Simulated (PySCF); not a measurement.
# Polarisability and C₆ of Ar³⁺ (argon, charge +3)

[Ne] 3s2 3p3, high-spin 4S determinant. Computed with PySCF 2.14 in aug-cc-pwCVQZ, with the non-relativistic Hamiltonian (point nucleus). Coupled (time-dependent) response in atomic units; α is the mean over directions.

```tsv
method	mean α (bohr³)	C₆ (like pair)	S(−4)
wB97X-V	3.619	9.838	4.325
```

S(−4) is the Cauchy moment in α(ω) = α(0) + S(−4) ω² + …

α(iu) at wB97X-V:

```
u (hartree)  α(iu) (bohr³)
          0          3.619
     0.0500          3.608
      0.100          3.577
      0.200          3.457
      0.300          3.279
      0.500          2.835
      0.750          2.268
       1.00          1.789
       1.50          1.139
       2.00         0.7733
       3.00         0.4240
       5.00         0.1940
```

For an ion, C₆ is the dispersion term alone; charge-induced terms of lower order in 1/R come first.
